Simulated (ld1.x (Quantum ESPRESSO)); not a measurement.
# Reading a pseudo-wave (Cr (Z = 24))

Columns: radius, all-electron u(r) and pseudo u(r) of the 3p shell (level -45.44 eV) of chromium in the configuration [Ne] 3s2 3p6 3d5 4s1 4p0; PBE, scalar-relativistic, TM scheme, ld1.x (Quantum ESPRESSO) 7.5.

```csv
r (bohr),all-electron,pseudo
0.085,0.4042,-0.0333
0.170,0.5590,-0.1287
0.255,0.3308,-0.2738
0.340,-0.0492,-0.4496
0.425,-0.4229,-0.6335
0.510,-0.7208,-0.8032
0.595,-0.9258,-0.9400
0.680,-1.0439,-1.0324
0.765,-1.0918,-1.0772
0.850,-1.0876,-1.0780
0.935,-1.0479,-1.0438
1.020,-0.9858,-0.9848
1.105,-0.9112,-0.9114
1.190,-0.8311,-0.8314
1.275,-0.7503,-0.7504
1.360,-0.6720,-0.6720
1.445,-0.5980,-0.5980
1.530,-0.5294,-0.5294
1.615,-0.4667,-0.4667
1.700,-0.4100,-0.4100
1.785,-0.3592,-0.3592
1.870,-0.3139,-0.3139
1.955,-0.2738,-0.2738
2.040,-0.2385,-0.2385
2.125,-0.2073,-0.2073
2.210,-0.1801,-0.1801
```

Task: How many radial nodes do the two functions have?

Result: The all-electron 3p function has n − l − 1 = 1; the pseudo-wave has 0, since the states of the same l below it are removed with the core.

Task: Where does each function peak?

Result: Outermost all-electron maximum near 0.77 bohr, pseudo maximum near 0.85 bohr (to the table’s step).

Task: Is the pseudo-wave norm-conserving?

Result: Yes: the TM scheme keeps the norm inside the radius equal to the all-electron one, which fixes the energy derivative of the logarithmic derivative at the level.
